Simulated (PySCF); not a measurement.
# C₆ coefficients of unlike pairs at wB97M-V

Calculated with PySCF 2.14 from the dipole response of each species, C₆(A,B) = (3/π) ∫ α_A(iu) α_B(iu) du, in atomic units, from isotropic polarisabilities. For ions this is the dispersion term alone; charge-induced terms of lower order in 1/R come first.

```csv
species,configuration,basis,relativity,α (bohr³),C₆ (like pair)
Mg,[Ne] 3s2 (1S),dyall-acv3z (20s13p7d4f),spin-free X2C,69.11,576.8
Si⁺,[Ne] 3s2 3p1 (2P),aug-cc-pwCVQZ (10s9p7d5f3g),none,19.32,100.6
F⁺,[He] 2s2 2p4 (3P),def2-TZVPPD (6s4p3d1f),none,1.832,3.368
Rh,[Kr] 4d8 5s1 (4F),aug-cc-pVTZ-PP with ECP28MDF (6s6p5d3f2g),core potential,66.99,579.3
```

Task: Estimate C₆ for Si⁺ with Mg.

Result: The integral gives 223.5. The combination rule 2 C_A C_B / (C_A α_B/α_A + C_B α_A/α_B) gives 222.7 and the geometric mean 240.9.

No spin-orbit coupling is included.

The other pairs:

```csv
pair,C₆
"F⁺, Mg",27.99
"Rh, F⁺",33.52
"Rh, Si⁺",232.7
"Rh, Mg",568.5
"F⁺, Si⁺",15.14
```
